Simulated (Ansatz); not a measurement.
Molecule: sum formula TiH$_{3}$F, charge 0, multiplicity 1. 
Geometry from a B3LYP-D3(BJ)/def2-TZVP (Ansatz, an electronic-structure program) optimisation:
```
Ti
F 1 1.7440
H 1 1.6927 2 109.40
H 1 1.6927 3 109.54 2 -119.91
H 1 1.6927 3 109.54 4 -120.18
```
Charge 0, spin multiplicity 1.

Basis-set convergence of Hartree-Fock and CCSD(T) correlation energies (hartree) with Ansatz. Correlated levels leave the core frozen unless marked. No spin-orbit coupling. Frozen are the shells of the preceding noble gas and the d and f shells that filled before the atom's block. No relativistic terms.

The T1 diagnostic of CCSD in the largest basis is 0.028, which is high, so the coupled-cluster rows are less sure than usual.

```tsv
basis	functions	E(HF)	E(corr, CCSD(T))
def2-SVP	60	-949.36111	-0.36712
def2-TZVPP	137	-949.62017	-0.45419
def2-QZVPP	240	-949.64101	-0.48313
```

Extrapolating the two largest sets (X = 3 and 4) as X^-3: E(corr) = (64·(-0.48313) - 27·(-0.45419))/37 = -0.5042 Eh, an estimate of the basis-set limit. The largest set recovers 95.8 % of it, the smallest 72.8 %.
